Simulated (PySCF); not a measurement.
## Re: ionisation energy

Re [Xe] 4f14 5d5 6s2 (6S) → Re+ [Xe] 4f14 5d5 6s1 (7S), as a difference of total energies. All numbers are calculated (PySCF 2.14, a scalar-relativistic core potential, in aug-cc-pwCVDZ-PP with ECP60MDF (6s6p5d3f, 70 functions)). Correlated levels: valence: 5s2 5p6 frozen. The calculations carry no spin-orbit coupling.

```json
{"method": "UHF", "ionisation energy (eV)": "5.926", "error (eV)": "-1.908"}
{"method": "MP2 (valence)", "ionisation energy (eV)": "7.247", "error (eV)": "-0.587"}
{"method": "SCS-MP2 (valence)", "ionisation energy (eV)": "7.516", "error (eV)": "-0.318"}
{"method": "CCSD (valence)", "ionisation energy (eV)": "7.342", "error (eV)": "-0.492"}
{"method": "CCSD(T) (valence)", "ionisation energy (eV)": "7.438", "error (eV)": "-0.396"}
```

Reference: 7.834 eV (measured; NIST Atomic Spectra Database, ionization energies).

Errors of the correlated levels include the incompleteness of this basis and the frozen core.
